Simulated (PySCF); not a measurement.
Isomers of C7H7FO.

All values: PBE0/def2-SVPD (PySCF) at GFN2-xTB geometries, gas phase, one conformer each. Core orbitals are frozen in the response; Δα² is half the sum of the squared differences of the principal polarisabilities.

Problem. Rank by polarisability anisotropy Δα, lowest first.
A. `[CH:1]#[C:2]/[CH:3]=[C:4](/[F:5])[C@@H:6]([CH3:7])[CH:8]=[O:9]` with C3–C4–C6–C7 -82°, C4–C6–C8–O9 -141°
B. `[CH:1]#[C:2][C@@H:3]([F:4])[C@@H:5]1[CH:6]=[CH:7][O:8][CH2:9]1` with C2–C3–C5–C6 61°
C. `[O:1]=[CH:2][C:3]1=[CH:4][CH2:5][C:6]([F:7])=[CH:8][CH2:9]1` with O1–C2–C3–C4 180°
D. `[CH2:1]=[CH:2][C@:3]([CH3:4])([F:5])[C:6]#[C:7][CH:8]=[O:9]` with C1–C2–C3–C4 118°

Solution. B (1.75 Å³), A (5.22 Å³), C (7.63 Å³), D (7.93 Å³).

Problem. Rank by dipole moment, lowest first.
A. `[CH:1]#[C:2]/[CH:3]=[C:4](/[F:5])[C@@H:6]([CH3:7])[CH:8]=[O:9]` with C3–C4–C6–C7 -82°, C4–C6–C8–O9 -141°
B. `[O:1]=[CH:2][C:3]1=[CH:4][CH2:5][C:6]([F:7])=[CH:8][CH2:9]1` with O1–C2–C3–C4 180°
C. `[CH:1]#[C:2][C@@H:3]([F:4])[C@@H:5]1[CH:6]=[CH:7][O:8][CH2:9]1` with C2–C3–C5–C6 61°

Solution. A (1.19 D), C (1.58 D), B (2.49 D).

Problem. Rank by HOMO energy, lowest first.
A. `[O:1]=[CH:2][C:3]1=[CH:4][CH2:5][C:6]([F:7])=[CH:8][CH2:9]1` with O1–C2–C3–C4 180°
B. `[CH2:1]=[CH:2][C@:3]([CH3:4])([F:5])[C:6]#[C:7][CH:8]=[O:9]` with C1–C2–C3–C4 118°
C. `[CH:1]#[C:2][C@@H:3]([F:4])[C@@H:5]1[CH:6]=[CH:7][O:8][CH2:9]1` with C2–C3–C5–C6 61°

Solution. B (-8.14 eV), A (-7.29 eV), C (-6.49 eV).

All values together:

```csv
SMILES,μ (D),HOMO (eV),LUMO (eV),α (Å³),Δα (Å³)
O=CC1=CCC(F)=CC1,2.49,-7.29,-1.85,12.35,7.63
C#C[C@@H](F)[C@@H]1C=COC1,1.58,-6.49,-0.06,11.74,1.75
C#C/C=C(/F)[C@@H](C)C=O,1.19,-7.22,-1.17,12.52,5.22
C=C[C@](C)(F)C#CC=O,2.61,-8.14,-2.18,13.41,7.93
```

Conformers: `[O:1]=[CH:2][C:3]1=[CH:4][CH2:5][C:6]([F:7])=[CH:8][CH2:9]1` with O1–C2–C3–C4 180°; `[CH:1]#[C:2][C@@H:3]([F:4])[C@@H:5]1[CH:6]=[CH:7][O:8][CH2:9]1` with C2–C3–C5–C6 61°; `[CH:1]#[C:2]/[CH:3]=[C:4](/[F:5])[C@@H:6]([CH3:7])[CH:8]=[O:9]` with C3–C4–C6–C7 -82°, C4–C6–C8–O9 -141°; `[CH2:1]=[CH:2][C@:3]([CH3:4])([F:5])[C:6]#[C:7][CH:8]=[O:9]` with C1–C2–C3–C4 118°.
